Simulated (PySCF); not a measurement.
## Heteronuclear NMR

Atom-mapped SMILES (the numbers label the heavy atoms): `[CH2:1]=[N:2][Si@@H:3]([Cl:4])[C:5]#[C:6][CH3:7]`. Hydrogens are named by the atom that carries them. Ha(C1) is cis to Si3; Hb(C1) is trans to Si3.

How the numbers were obtained: geometry from GFN2-xTB, σ from GIAO-PBE0/pcSseg-1, in PySCF 2.14 (averaged over atoms made equivalent by symmetry, fast rotation or ring inversion, gas phase, one computed conformer, relativity neglected).

**Question.** Predict the $^{29}$Si NMR data.

**Answer.** 
```json
{"atoms": "Si3", "environment": "silicon bonded to C, Cl, N, H", "σ (ppm)": "391.8", "δ (ppm)": "-42.1"}
```

Shieldings were converted by a linear fit to measured shifts: $^{29}$Si (scatter 8.9 ppm rms, 25.8 ppm with the 6 outliers that the fit left out vs TMS, solution or neat liquid). Occasional misses reach two or three times the rms, and more in compound classes unlike the fitted ones.

On a 600 MHz spectrometer $^{29}$Si resonates near 119.2 MHz, so 1 ppm is 119.2 Hz.

**Question.** What are the $^{15}$N shifts?

**Answer.** 
```tsv
atoms	environment	σ (ppm)	δ (ppm)
N2	imine nitrogen	-154.5	-5.7
```

Shieldings were converted by a linear fit to measured shifts: $^{15}$N: δ = -148.07 − 0.921σ (rms 6.3 ppm, 71 shifts vs CH3NO2, solution or neat liquid). Occasional misses reach two or three times the rms, and more in compound classes unlike the fitted ones.

On a 500 MHz spectrometer $^{15}$N resonates near 50.7 MHz, so 1 ppm is 50.7 Hz.
